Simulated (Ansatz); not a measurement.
NH₃ + `[InH3]` → `[NH3+][InH3-]`  (adduct formation)

Calculated with Ansatz (gas phase, PBE0-D4/def2-TZVP geometries, no zero-point term in ΔE). CCSD(T)/CBS is the MP2 limit (def2-TZVPP, def2-QZVPP) plus CCSD(T) − MP2 in def2-TZVPP, frozen cores. This one scheme is used for every species. DFT in def2-TZVPP. HSE06 is defined as in plane-wave codes. def2 core potentials past Kr. For In outer-core shells are correlated without core-valence functions, which leaves a few kJ/mol of doubt a bond.

NH₃:

```xyz
4

N     0.160   -0.030   -0.230
H     0.414   -0.692    0.492
H     0.247    0.896    0.172
H    -0.821   -0.174   -0.434
```

`[InH3]`:

Cartesian coordinates in Å:
```
In 0.000 0.000 0.000
H 0.930 1.446 -0.124
H -0.603 -0.762 -1.424
H -0.328 -0.684 1.548
```

`[NH3+][InH3-]`:

Z-matrix (Å, degrees):
```
N
In 1 2.394
H 1 1.013 2 110.8
H 1 1.013 2 110.9 3 120.0
H 1 1.013 2 110.8 3 -120.0
H 2 1.736 1 96.2 3 -60.4
H 2 1.736 1 96.2 3 179.6
H 2 1.736 1 96.2 3 59.6
```

```tsv
level	ΔE (kJ/mol)	difference from CCSD(T)/CBS
r2SCAN0-D4	-87.9	-1.9
BHLYP-D4	-83.8	2.2
ωB97X-V	-84.3	1.7
ωB97M-V	-84.3	1.7
r2SCANh	-86.1	-0.1
HSE06	-79.3	6.7
CAM-B3LYP	-78.7	7.3
RPA@PBE/def2-TZVPP	-78.4	7.6
HF/def2-SVP	-80.8	5.2
MP2/def2-SVP	-102.4	-16.4
CCSD/def2-TZVPP	-81.8	4.2
CCSD(T)/def2-TZVPP	-84.4	1.6
HF/def2-QZVPP	-65.5	20.5
MP2/def2-QZVPP	-87.1	-1.1
CCSD(T)/def2-QZVPP	-85.0	1.0
MP2/CBS(def2)	-88.4	-2.4
CCSD(T)/CBS	-86.0	0
```

Largest T1 diagnostic among the species: 0.014.

From BLYP to BHLYP (50 % exact exchange), in def2-TZVPP and without D4, ΔE moves by −12.7 kJ/mol. Leaving LDA and LC-ωPBE aside and taking each functional with its dispersion term where it has one, the values, not all of them listed here, spread over 12.8 kJ/mol, from r2SCAN0-D4 to BLYP-D4. LDA lies −29.2 kJ/mol from PBE without D4. The D4 term adds −8.8 kJ/mol with B3LYP and −4.7 kJ/mol with PBE0; it sums over pairs of atoms, weighted by their polarisabilities, and B3LYP, whose exchange is more repulsive, gets the larger term.

B3LYP here is the variant with VWN-RPA as its local correlation; programs differ in this.
